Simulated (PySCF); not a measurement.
# From a computed spectrum to the compound

A species of 7 atoms with charge 0 has these harmonic modes (PBE0, small Gaussian bases with core potentials, PySCF 2.14.0):

| cm⁻¹ | km/mol | symmetry |
| --- | --- | --- |
| 17 | 22.0 | a |
| 63 | 5.5 | e |
| 63 | 5.5 | e |
| 192 | 60.3 | a |
| 208 | 0.0 | e |
| 208 | 0.0 | e |
| 284 | 0.2 | a |
| 310 | 78.8 | e |
| 310 | 78.8 | e |
| 348 | 0.0 | a |
| 407 | 32.3 | e |
| 407 | 32.3 | e |
| 2694 | 2.4 | e |
| 2694 | 2.4 | e |
| 2694 | 0.0 | a |

Task: Which species is it, and in which structure?

Result: Pr(SH)3 (singlet in the valence; each metal's 4f electrons, 2 of them, lie in its core potential, out of spins and levels):
```xyz
7

Pr    0.0000    0.0000   -0.0519
S     2.6390   -0.3950    0.0737
H     2.9658    0.9190    0.0822
S    -0.9774    2.4829    0.0737
H    -2.2788    2.1090    0.0822
S    -1.6616   -2.0879    0.0737
H    -0.6871   -3.0279    0.0822
```
Ideal gas at 298.15 K and 1 bar: S = 424.5 J/(mol K), Cp = 120.9 J/(mol K), H − H(0 K) = 26.8 kJ/mol (rigid rotor, harmonic modes, spin degeneracy alone, that of the 4f electrons in the core included; the modes under 60 cm⁻¹ make these uncertain). An lcecp potential fixes the number of 4f electrons, so in runs with it no electron can move into or out of that shell.
 The answer isn't unique; the calculation gave this one.
